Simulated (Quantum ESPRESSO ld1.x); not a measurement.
The numbers below are computed, except where a source is named.
Question: The aim is the nickel ion Ni2+ in [Ar] 3d8. This ld1.x (Quantum ESPRESSO 7.5) run was made with `OMP_NUM_THREADS=1 ld1.x < ld1.in > ld1.out`. Can the result be used? Name any fault.

```
 &input
    zed=104.0,
    iswitch=1,
    rel=1,
    dft='BLYP',
    config='[Ar] 3d8',
    verbosity='high',
    prefix='ld1',
    max_out_wfc=37,
    file_charge='ld1.rho',
 /
```

Output (excerpt):

```
     Program LD1 v.7.5 starts

 %%%%%%%%%%%%%%%%%%%%%%%%%%%%%%%%%%%%%%%%%%%%%%%%%%%%%%%%%%%%%%%%%%%%%%%%%%%%%%
     Error in routine ld1_readin (1):
     wrong nuclear charge zed: 104.00
 %%%%%%%%%%%%%%%%%%%%%%%%%%%%%%%%%%%%%%%%%%%%%%%%%%%%%%%%%%%%%%%%%%%%%%%%%%%%%%

     stopping ...
```

Answer: No (refused). The line at issue: zed=104.0. The program stops in ld1_readin with "wrong nuclear charge zed: 104.00": zed must lie above 0 and at most 103. The sound input gives -1519.900 hartree.
